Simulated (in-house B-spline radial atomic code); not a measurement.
Values are calculated unless marked as measured or tabulated.
# Building a PAW s channel for Cr, r_c = 2.92 bohr

Cr, [Ar] 3d5 4s1, non-relativistic LDA (VWN5), spherical and spin-unpolarised, from a B-spline radial code for spherical atoms (atomic units; all potentials screened as in the neutral atom).

Two all-electron partial waves φ1, φ2 are integrated outwards at E1 = ε(4s) = -0.150445 and E2 = E1 + 0.5 hartree; φ1 is the bound orbital and φ2 has unit norm inside r_c = 2.9201 bohr. Smooth partners are polynomials, r^1(a0 + a1 r² + a2 r⁴ + a3 r⁶), matched to φ and three derivatives at r_c, with no condition on the norm. The local potential is -2.03298 + (0.533174) r² + (-0.0602867) r⁴ + (0.00251355) r⁶ inside 2.4801 bohr and the all-electron one outside.

```json
{"wave": "1", "φ(r_c)": "0.5801802", "φ'(r_c)": "-0.03489592", "a0": "0.2835208", "a1": "-0.0006846041", "a2": "-0.001733461", "a3": "7.587231e-05"}
{"wave": "2", "φ(r_c)": "0.3501786", "φ'(r_c)": "-1.057219", "a0": "0.8950913", "a1": "-0.1030323", "a2": "0.00027667", "a3": "0.0001342757"}
```

Inside r_c the overlaps are <φi φj> = [[0.40022, 0.60116], [0.60116, 1.00000]] and, for the smooth waves, [[0.49012, 0.85273], [0.85273, 1.69338]]. With χj = (Ej − T − V_local) applied to smooth wave j, the program's quadrature gives the matrix B_ij = <smooth i, χj> as [[0.20461, 0.61432], [0.48853, 1.48451]].

Question: Check the match of the first wave, and find the augmentation charges q_ij.

Answer: At r_c the four terms are 0.82791, -0.01705, -0.36805, 0.13736, which sum to 0.5802, φ1(r_c) to rounding. q_ij is the all-electron overlap less the smooth one: [[-0.08990, -0.25157], [-0.25157, -0.69338]]. The smooth first wave has a norm of 0.4901 inside r_c against 0.4002, so q11 is negative and must stay small enough for the overlap operator to be positive.

Question: B isn't symmetric. Show that D_ij = B_ij + Ej q_ij is.

Answer: Integrating by parts gives B12 − B21 = (E1 − E2) q12: 0.61432 − (0.48853) = 0.12578, and −0.5 × (-0.25157) = 0.12578. So D12 = 0.61432 + (0.349555)(-0.25157) = 0.52638 and D21 = 0.48853 + (-0.150445)(-0.25157) = 0.52638; D11 = 0.21813, D22 = 1.24214. The projectors, p = (B⁻¹)ᵀ χ, are dual to the smooth waves; det B = 0.0036.

Solving (T + V_local + Σ p D p) ψ = E (1 + Σ p q p) ψ in a sphere of 9 bohr, whose wall lifts the free-atom level a little, gives these levels:

```json
{"all-electron": "-0.149114", "one projector": "-0.149114", "two projectors": "-0.149114"}
{"all-electron": "0.111023", "one projector": "0.108165", "two projectors": "0.111021"}
{"all-electron": "0.470367", "one projector": "0.427284", "two projectors": "0.470362"}
{"all-electron": "0.985923", "one projector": "0.709324", "two projectors": "0.985289"}
{"all-electron": "1.648240", "one projector": "1.128600", "two projectors": "1.637340"}
```

Question: What does the second projector gain?

Answer: With one projector the errors are 0.00, -2.86, -43.08 millihartree, and the level at 0.7093 is out of step with the all-electron series: an extra state, or one far too low, so the pairing ends there; skipping it, the next levels are off by +142.7 millihartree. With two the errors are 0.00, 0.00, 0.00, -0.63, -10.90 millihartree. The scattering is exact at E1 and at E2 = 0.350, and over all levels compared the largest error is 11 millihartree. The lowest eigenvalue of the overlap operator is 0.6117 with one and 0.04059 with two projectors, close enough to zero to make that set ill-conditioned. The smooth orbital alone needs a cutoff of 1.48 hartree for 1 millihartree of kinetic energy, against 3.08 for a norm-conserving Troullier-Martins orbital of the same radius; part of the gain comes from giving up the norm, part from the simpler form.
